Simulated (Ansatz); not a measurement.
One change: `F[SiH]([AlH2])[AlH][Cl]` becomes `F[SiH2][AlH][Cl]`.

Ansatz, PBE0-D4/def2-TZVP geometries, multiplicity 1. Each molecule was computed in one conformer, which needn't be the lowest. `F[SiH]([AlH2])[AlH][Cl]` holds a close contact that its SMILES doesn't draw: Cl···Al 2.51 Å.

| property | `F[SiH]([AlH2])[AlH][Cl]` |
| --- | --- |
| zero-point energy (PBE0-D4/def2-TZVP) / kJ/mol | 90.6 |
| LUMO energy (B3LYP/def2-TZVPP) / eV | -2.67 |
| LUMO energy (ωB97M-V/def2-TZVPP) / eV | -0.81 |
| HOMO energy (B3LYP/def2-TZVPP) / eV | -6.67 |
| HOMO energy (PBE0/def2-TZVPP) / eV | -6.85 |
| LUMO energy (PBE/def2-TZVPP) / eV | -3.26 |

(1) Give the same properties after the change, and the shifts. (Estimate.)

## Answers

(1) Ansatz gave: 
| property | `F[SiH2][AlH][Cl]` | shift |
| --- | --- | --- |
| zero-point energy (PBE0-D4/def2-TZVP) / kJ/mol | 74.2 | -16.4 |
| LUMO energy (B3LYP/def2-TZVPP) / eV | -2.31 | 0.36 |
| LUMO energy (ωB97M-V/def2-TZVPP) / eV | -0.45 | 0.36 |
| HOMO energy (B3LYP/def2-TZVPP) / eV | -7.66 | -0.99 |
| HOMO energy (PBE0/def2-TZVPP) / eV | -7.85 | -1.00 |
| LUMO energy (PBE/def2-TZVPP) / eV | -2.87 | 0.39 |

With PBE0 the HOMO falls by 1.00 eV and the LUMO rises by 0.39 eV, so the gap widens by about 1.39 eV. PBE moves the HOMO by -0.81 eV and ωB97M-V by -1.14 eV. The zero-point energy changes by -16.4 kJ/mol with -6 modes.

B3LYP here is the variant with VWN-RPA as its local correlation; programs differ in this.
